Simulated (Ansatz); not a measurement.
`FCC#[C][GaH2]` → `C#[C][GaH2]` + `[CH]F` at 298.15 K and 1 bar (formal loss of a carbene).

Isolated molecules relaxed with PBE0-D4/def2-TZVP in Ansatz; ΔE leaves out vibrations. CBS: MP2 limit from def2 TZ/QZ plus the TZ coupled-cluster correction, frozen cores. This one scheme is used for every species. For Ga outer-core shells are correlated without core-valence functions, which leaves a few kJ/mol of doubt a bond. Scalar relativity is left out up to krypton.

```csv
species,CCSD(T)/CBS energy (Eh),H − E (kJ/mol),S (J/(mol·K))
`FCC#[C][GaH2]`,-2140.21112,161.0,353.6
`C#[C][GaH2]`,-2001.76834,98.0,284.1
`[CH]F`,-138.29972,42.7,223.2
```

H − E and S are ideal-gas, rigid-rotor, harmonic terms from PBE0-D4/def2-TZVP. 1 Eh = 2625.50 kJ/mol, R = 8.31446 J/(mol·K).

**Question.** By hand: ΔE, ΔH, ΔS and ΔG.

**Answer.** ΔE = (-2001.76834) + (-138.29972) − (-2140.21112) = 0.14306 Eh = 375.6 kJ/mol. Δ(H − E) = 98.0 + 42.7 − 161.0 = -20.3, so ΔH = 355.3 kJ/mol. ΔS = 284.1 + 223.2 − 353.6 = 153.7 J/(mol·K). ΔG = 355.3 − 298.15 × (153.7)/1000 = 309.5 kJ/mol.

**Question.** By hand: the equilibrium constant, and the temperature at which ΔG would vanish if ΔH and ΔS stayed fixed.

**Answer.** log₁₀ K = −ΔG/(RT ln 10) = -54.2. ΔG = 0 at ΔH/ΔS = 2312 K.

The number of gas molecules changes by +1, which sets the sign of ΔS. A doubt of 5 kJ/mol in ΔE shifts log₁₀ K by 0.9 here. These are equilibria of isolated gas molecules and say nothing of rates. Largest T1 diagnostic: 0.018 (customary marks: 0.02 for closed shells, 0.045 for open ones).
